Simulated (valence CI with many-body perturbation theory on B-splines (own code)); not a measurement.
## E1 line list for Dy XXXVI

Level of theory: valence CI with perturbative core correlation (CI+MBPT): three valence electrons over a frozen Dirac-Fock core [Ar] 3d10, radial functions for each j: 11 s, 11 p, 9 d, 7 f, 5 g, 2 h, 1 i, with the one-electron correlation potential Σ1 (screened to all orders), the two-electron term Σ2, the three-electron term Σ3, Breit, model QED; selected single and double excitations, second order for the rest (own B-spline code, finite nucleus).

No measured spectrum was set against this ion. As an estimate, large intervals hold to a few tenths of a per cent, small ones and those within an open d or f shell to about a per cent.

Lines 1 to 50 of 276 in falling wavelength, among levels below 426.51 eV, chosen from the strongest by gf and those to the six lowest levels. Wavelengths and rates use the calculated energies. Electric multipoles are in the length gauge, E1 and E2 with the static RPA response of the core. Weak lines are less certain than strong ones. Lines between different terms over intervals too small for the method are left out, as are lines whose strength nearly cancels. Where a level lies close to another of its J and parity, the split of strength between their lines is uncertain. The highest levels of a list are the least certain.

Levels are named by their leading jj configuration (3d3/2^4 stands for four electrons in 3d with j = 3/2), which in mixed levels can hold well under half, so a name can repeat and another be missing. Letters in brackets count levels of one name in rising energy.

```tsv
λ vac (Å)	Upper	Lower	A (s⁻¹)	log gf	Branch %
518.4	(4s 4p1/2^2) J=1/2	(4s^2 4p3/2) J=3/2	1.16e+07	-3.03	0.1
190.4	(4p1/2 4p3/2 4d3/2) J=5/2 [a]	(4s 4p3/2 4d3/2) J=3/2 [b]	3.47e+09	-0.95	3.0
189.9	(4p1/2 4p3/2 4d5/2) J=7/2 [b]	(4s 4p3/2 4d5/2) J=5/2 [b]	4.17e+09	-0.74	1.7
189.8	(4s 4p1/2 4f7/2) J=9/2	(4s^2 4f7/2) J=7/2	4.87e+09	-0.58	2.6
189.3	(4p1/2 4p3/2 4d3/2) J=7/2	(4s 4p3/2 4d3/2) J=5/2 [b]	5.10e+09	-0.66	6.5
188.1	(4s 4p1/2 4f7/2) J=7/2 [a]	(4s^2 4f7/2) J=7/2	2.67e+09	-0.95	0.7
186.3	(4s 4p1/2 4d3/2) J=5/2	(4s^2 4d3/2) J=3/2	6.49e+09	-0.69	52.7
185.9	(4s 4p1/2 4p3/2) J=3/2 [a]	(4s^2 4p3/2) J=3/2	1.32e+09	-1.56	60.6
182.1	(4s 4p1/2 4d5/2) J=7/2	(4s^2 4d5/2) J=5/2	5.98e+09	-0.62	4.5
174.1	(4p1/2^2 4d5/2) J=5/2	(4s 4p1/2 4d5/2) J=3/2	4.82e+09	-0.88	2.6
172.1	(4p1/2 4p3/2 4d5/2) J=9/2	(4s 4p3/2 4d5/2) J=7/2 [b]	9.10e+09	-0.39	11.5
168.7	(4s 4p1/2 4p3/2) J=5/2	(4s^2 4p3/2) J=3/2	8.70e+09	-0.65	100.0
165.2	(4p1/2^2 4d5/2) J=5/2	(4s 4p1/2 4d5/2) J=5/2 [c]	7.73e+09	-0.72	4.1
164.5	(4p1/2^2 4p3/2) J=3/2	(4s 4p1/2 4p3/2) J=1/2	8.70e+09	-0.85	5.0
164.5	(4p1/2 4p3/2 4d5/2) J=3/2 [b]	(4s 4p3/2 4d5/2) J=3/2 [b]	1.01e+10	-0.79	2.7
163.7	(4s 4p1/2 4f7/2) J=7/2 [b]	(4s^2 4f5/2) J=5/2	7.51e+09	-0.62	2.0
163.7	(4p1/2^2 4d3/2) J=3/2	(4s 4p1/2 4d3/2) J=1/2	9.13e+09	-0.83	8.8
163.5	(4p1/2 4p3/2 4d3/2) J=5/2 [a]	(4s 4p3/2 4d3/2) J=5/2 [a]	8.85e+09	-0.67	7.7
163.4	(4s 4p1/2 4f7/2) J=7/2 [b]	(4s^2 4f7/2) J=7/2	5.16e+09	-0.78	1.4
162.7	(4p1/2 4p3/2 4d5/2) J=1/2	(4s 4p3/2 4d5/2) J=3/2 [b]	1.79e+10	-0.85	4.1
161.9	(4p1/2 4p3/2 4d3/2) J=7/2	(4s 4p3/2 4d3/2) J=7/2	7.73e+09	-0.61	9.8
161.1	(4s 4p1/2^2) J=1/2	(4s^2 4p1/2) J=1/2	1.67e+10	-0.89	99.9
158.8	(4p1/2 4p3/2 4d5/2) J=7/2 [b]	(4s 4p3/2 4d5/2) J=7/2 [a]	7.02e+09	-0.67	2.9
158.4	(4p1/2^2 4p3/2) J=3/2	(4s 4p1/2 4p3/2) J=3/2 [b]	1.11e+10	-0.78	6.4
157.9	(4p1/2 4p3/2 4d5/2) J=3/2 [b]	(4s 4p3/2 4d5/2) J=1/2	1.04e+10	-0.81	2.8
157.5	(4p1/2 4p3/2 4d3/2) J=3/2 [a]	(4s 4p3/2 4d3/2) J=3/2 [a]	1.11e+10	-0.78	4.4
156.9	(4p1/2 4p3/2 4d3/2) J=1/2 [a]	(4s 4p3/2 4d3/2) J=1/2 [a]	1.68e+10	-0.91	6.9
156.7	(4s 4p1/2 4d5/2) J=5/2 [c]	(4s^2 4d5/2) J=5/2	8.11e+09	-0.75	2.7
155.3	(4s 4p1/2 4f7/2) J=5/2	(4s^2 4f7/2) J=7/2	9.18e+09	-0.70	1.4
154.4	(4p1/2 4p3/2^2) J=1/2	(4s 4p3/2^2) J=1/2	2.83e+10	-0.69	9.3
154.2	(4p1/2 4p3/2 4d3/2) J=3/2 [b]	(4s 4p3/2 4d3/2) J=3/2 [b]	8.05e+09	-0.94	1.3
153.5	(4s 4p1/2 4d5/2) J=5/2 [c]	(4s 4p3/2^2) J=3/2	6.17e+09	-0.88	2.1
153.3	(4p1/2 4p3/2 4d5/2) J=5/2 [c]	(4s 4p3/2 4d5/2) J=7/2 [a]	1.13e+10	-0.62	3.3
150.6	(4p1/2 4p3/2 4d5/2) J=5/2 [a]	(4s 4p3/2 4d5/2) J=5/2 [a]	9.71e+09	-0.70	3.1
149.4	(4s 4p1/2 4d5/2) J=3/2	(4s^2 4d5/2) J=5/2	1.24e+10	-0.78	2.1
148.8	(4p1/2 4p3/2 4d5/2) J=3/2 [a]	(4s 4p3/2 4d5/2) J=5/2 [a]	1.77e+10	-0.63	3.5
148.5	(4s 4p1/2 4p3/2) J=3/2 [b]	(4s^2 4p3/2) J=3/2	1.04e+10	-0.86	6.6
147.7	(4p1/2 4p3/2^2) J=3/2	(4s 4p3/2^2) J=5/2	1.98e+10	-0.59	5.5
146.2	(4p1/2 4p3/2 4d5/2) J=7/2 [a]	(4s 4p3/2 4d5/2) J=9/2	2.56e+10	-0.18	30.0
145.0	(4s 4p1/2 4d5/2) J=5/2 [a]	(4s 4p3/2^2) J=5/2	7.91e+09	-0.83	5.9
144.0	(4p1/2^2 4d5/2) J=5/2	(4s 4p1/2 4d5/2) J=7/2	3.80e+10	-0.15	20.3
143.5	(4s 4p1/2 4p3/2) J=1/2	(4s^2 4p3/2) J=3/2	1.67e+10	-0.99	4.9
143.1	(4p1/2^2 4d5/2) J=5/2	(4s 4p1/2 4d5/2) J=5/2 [b]	1.48e+10	-0.57	7.9
143.0	(4s 4p1/2 4f7/2) J=9/2	(4s 4p3/2 4d5/2) J=7/2 [a]	4.25e+09	-0.89	2.2
142.3	(4p1/2 4p3/2 4d5/2) J=5/2 [a]	(4s 4p3/2 4d5/2) J=3/2 [a]	7.08e+09	-0.89	2.3
142.0	(4s 4p1/2 4f7/2) J=7/2 [a]	(4s 4p3/2 4d5/2) J=7/2 [a]	4.96e+09	-0.92	1.4
141.6	(4p1/2^2 4d3/2) J=3/2	(4s 4p1/2 4d3/2) J=5/2	3.99e+10	-0.32	38.5
140.8	(4p1/2 4p3/2 4d3/2) J=5/2 [b]	(4s 4p3/2 4d3/2) J=7/2	2.24e+10	-0.40	3.7
140.5	(4p1/2^2 4p3/2) J=3/2	(4s 4p1/2 4p3/2) J=5/2	4.65e+10	-0.26	26.7
139.5	(4p1/2 4p3/2 4d5/2) J=9/2	(4s 4p3/2 4d5/2) J=9/2	1.97e+10	-0.24	24.9
```
